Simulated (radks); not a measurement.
Values are calculated unless marked as measured or tabulated.
Species: Ba22+. Configuration: [Ar] 3d10 4s2 4p4 (the NIST ground configuration).

Level of theory: Dirac Kohn-Sham, PBE, spin-unpolarised, spherical densities, point nucleus; open shells are shared between the two j in proportion to 2j + 1 (a radial shooting solver on a logarithmic mesh with Libxc functionals).

Energy parts (Ry):
total: -15851.3651
kinetic: 16951.3577
electron-nucleus: -36935.6669
Hartree: 4484.0508
exchange-correlation: -351.1067

Orbitals (lengths in bohr, moments of r in powers of bohr; <r^-3> diverges for s and p1/2; r(max) is where P^2 peaks):
orbital     occ.  eigenvalue (Ry)      <r^4>   r(max)      <r>  <r^-3>
1s1/2          2        -2783.838  2.074e-06  0.01642  0.02558       -
2s1/2          2        -479.2968  0.0003437  0.09297   0.1092       -
2p1/2          2        -454.3703  0.0002174  0.07104  0.09182       -
2p3/2          4        -426.2543  0.0002666  0.07610  0.09779    6308
3s1/2          2        -135.7924    0.01370   0.2651   0.2888       -
3p1/2          2        -125.3844    0.01274   0.2514   0.2782       -
3p3/2          4        -119.8151    0.01480   0.2623   0.2896    1282
3d3/2          4        -101.7540    0.01119   0.2109   0.2595   210.0
3d5/2          6        -100.5495    0.01172   0.2139   0.2631   192.4
4s1/2          2        -57.07467     0.2495   0.5938   0.6138       -
4p1/2    1.33333        -53.00534     0.2677   0.5977   0.6203       -
4p3/2    2.66667        -51.48576     0.2986   0.6164   0.6382   354.5

The highest occupied level is 4p3/2 at -700.50 eV. The density falls to 0.001 e/bohr^3 at r = 1.48 bohr.
